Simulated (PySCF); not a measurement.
C2H9AlOSi, charge +1, doublet, at a GFN2-xTB geometry (such geometries of metal compounds can be far from the true shape) (a state made from the parent by changing its charge; the spin is typed, not shown lowest). Base run: TPSS/STO-3G in PySCF.

PySCF was given this input:
```python
from pyscf import gto, scf, dft

mol = gto.Mole()
mol.atom = '''
    Al    0.15608125    0.78297914    0.50959140
    C     1.72225778    1.94360939   -0.00688629
    H     2.63869612    1.35433179    0.07350601
    H     1.75317135    2.79994928    0.66857364
    H     1.59055878    2.27057012   -1.04102970
    C    -1.09915289    1.15398119    2.04409078
    H    -1.06884439    0.30849865    2.73527562
    H    -2.11174577    1.26410523    1.64900643
    H    -0.77579098    2.07061717    2.53961752
    O    -0.12173665   -0.58650137   -0.39180665
    Si   -0.38442822   -1.95810654   -1.27584430
    H    -1.83006116   -2.20128165   -1.12004486
    H     0.48693372   -2.97300584   -0.69668373
    H    -0.09471506   -1.55255454   -2.65986251
'''
mol.basis = 'sto-3g'
mol.charge = 1
mol.spin = 1
mol.verbose = 4
mol.build()

mf = dft.UKS(mol)
mf.xc = 'tpss'
mf.kernel()
```

Variants of this job, named by their change:

| change | ΔE vs base (µEh) | grid points | electrons on the grid |
|---|---|---|---|
| base | 0.0 | 168952 | 55.00001 |
| grids.prune = off | 0.1 | 273296 | 55.00001 |
| grids.atom_grid = (50, 194) | 161 | 92288 | 54.99967 |
| grids.prune = dft.gen_grid.sg1_prune | 185 | 70640 | 54.99967 |
| small_rho_cutoff = 0 | 0.0 | 168952 | 55.00001 |
| grids.becke_scheme = stratmann | -1.4 | 168952 | 55.00001 |
| grids.atom_grid = (150, 974) | -1.7 | 1131840 | 55.00000 |
| grids.radi_method = delley | 0.7 | 180368 | 55.00001 |
| grids.level = 7 | -1.9 | 884192 | 55.00000 |
| grids.level = 2 | -34.8 | 105792 | 54.99998 |
| grids.prune = dft.gen_grid.treutler_prune | -5.3 | 148144 | 55.00001 |

Open shells are given as the SCF converged; they aren't shown to be the lowest states, and a large step between rows can be another state.
